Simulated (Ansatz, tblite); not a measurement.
Cost and result up the ladder for Ga₄O₆ (the lowest singlet isomer of a short search) (10 atoms). Charge 0, multiplicity 1. Geometry: PBE-D4/def2-SVP.

```tsv
atom	x (Å)	y (Å)	z (Å)
Ga1	-0.804	-0.661	1.092
Ga2	-1.685	-0.688	-1.383
Ga3	2.349	1.010	1.166
Ga4	0.357	0.993	-1.356
O5	1.131	-0.697	1.336
O6	-1.779	-1.849	0.021
O7	0.214	-0.315	2.580
O8	-1.147	0.762	-0.167
O9	1.879	1.502	-0.651
O10	-0.517	-0.058	-2.638
```

Ansatz on 4 threads of Arm Neoverse V2 on a shared host; xTB runs through tblite on one thread. Times are rough, summed over both states, and most runs start from the orbitals of an earlier one. No level here is sound enough to serve as a yardstick. The other state is a triplet.

The xTB rows come from tblite. The structure comes from a short search, and lower isomers may exist.

xTB has no spin-polarisation term.

| level | functions | wall time | vertical triplet (eV) | remarks |
| --- | --- | --- | --- | --- |
| GFN1-xTB | 60 | 0.021 s | 2.69 | – |
| GFN2-xTB | 60 | 0.024 s | 1.32 | – |
| PBE-D4/def2-TZVP | 378 | 33 s | 1.46 | restricted SCF unstable in HF (singlet) |
| r2SCAN-D4/def2-TZVP | 378 | 60 s | 1.36 | restricted SCF unstable in HF (singlet) |
| PBE0-D4/def2-TZVP | 378 | 83 s | 1.45 | restricted SCF unstable in HF (singlet) |
